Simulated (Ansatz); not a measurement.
Geometry optimisation, Ansatz, RKS r2SCAN-D4/def2-SVP.

Input:

```yaml
crystal:
  periodic: [false, false, false]
  atoms:
    - { symbol: B, position_ang: [-1.4046, 0.4155, -0.4194] }
    - { symbol: As, position_ang: [-0.3408, -0.609, 0.9104] }
    - { symbol: B, position_ang: [0.8251, -1.4134, -0.5499] }
    - { symbol: "N", position_ang: [0.9428, 0.8479, 1.2322] }
    - { symbol: H, position_ang: [-1.7274, -0.0241, -1.4935] }
    - { symbol: H, position_ang: [-2.0561, 1.4207, -0.0593] }
    - { symbol: H, position_ang: [1.9471, -1.8334, -0.2338] }
    - { symbol: H, position_ang: [0.43, -1.7119, -1.5816] }
    - { symbol: H, position_ang: [1.85033, 0.49897, 0.69728] }
    - { symbol: H, position_ang: [1.16174, 0.83947, 2.21098] }
basis:
  gaussian: { orbitals: def2-SVP }
hamiltonian:
  xc: r2scan
  dispersion: d4
relax:
  f_tol: 0.015
  max_steps: 40
```

Run as:

```bash
$ ansatz run input.yaml --threads 2 --pin off --max-ram 3072MiB --backend cpu --events-out ev --progress --plain --runs-dir out
```

Question: Where does it end, and by what steps?

Answer: It converged. After 16 steps the energy has fallen by 1.056 eV; As2 moved furthest, 0.63 Å.

| step | energy less start (eV) | largest force component (eV/Å) | accepted |
| --- | --- | --- | --- |
| 0 | 0.0000 | 2.256 | yes |
| 1 | -0.4088 | 0.992 | yes |
| 2 | -0.6951 | 0.726 | yes |
| 3 | -0.9122 | 0.509 | yes |
| 4 | -1.0105 | 0.414 | yes |
| 5 | -1.0442 | 0.084 | yes |
| 6 | -1.0391 | 0.170 | no |
| 7 | -1.0519 | 0.105 | yes |
| 8 | -1.0540 | 0.141 | yes |
| 9 | -1.0539 | 0.146 | no |
| 10 | -1.0554 | 0.075 | yes |
| 11 | -1.0561 | 0.041 | yes |
| 12 | -1.0549 | 0.043 | no |
| 13 | -1.0563 | 0.023 | yes |
| 14 | -1.0558 | 0.029 | no |
| 15 | -1.0563 | 0.062 | no |
| 16 | -1.0564 | 0.008 | yes |

```xyz
10
Properties=species:S:1:pos:R:3
B -1.545 0.528 -0.484
As -0.067 -0.350 0.410
B 0.961 -1.587 -0.665
N 0.932 0.858 1.406
H -2.181 -0.154 -1.245
H -1.830 1.662 -0.204
H 2.144 -1.716 -0.478
H 0.351 -2.236 -1.475
H 1.897 0.870 1.069
H 0.966 0.557 2.380
```

Time of the run: 48 s on 2 threads of Intel(R) Xeon(R) Platinum 8488C (Sapphire Rapids), on a shared host, peak memory 0.19 GiB.
